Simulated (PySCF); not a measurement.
H2OSi, charge +1, multiplicity 2. Atoms are numbered in the order given.

```xyz
4

Si     0.0000     0.0000     0.4821
O      0.0000     0.0000    -1.1208
H      0.0000    -1.3366     1.1084
H      0.0000     1.3366     1.1084
```
Charge +1, spin multiplicity 2.

Geometry: r2SCAN-D4/def2-TZVP. The multiplicity is an assumed one; other spin states were not compared.

Method: SMD-M06-2X/6-31G* (PySCF).

Solvation free energies are E(SMD) − E(gas) at the gas-phase geometry, for 1 M in both phases.

Computed solvation free energies in water, N,N-dimethylformamide, acetonitrile:
```csv
solvent,ΔG(solv) (kcal/mol),its non-electrostatic (CDS) part
water,-68.3,1.1
"N,N-dimethylformamide",-68.2,-1.0
acetonitrile,-67.8,-0.4
```
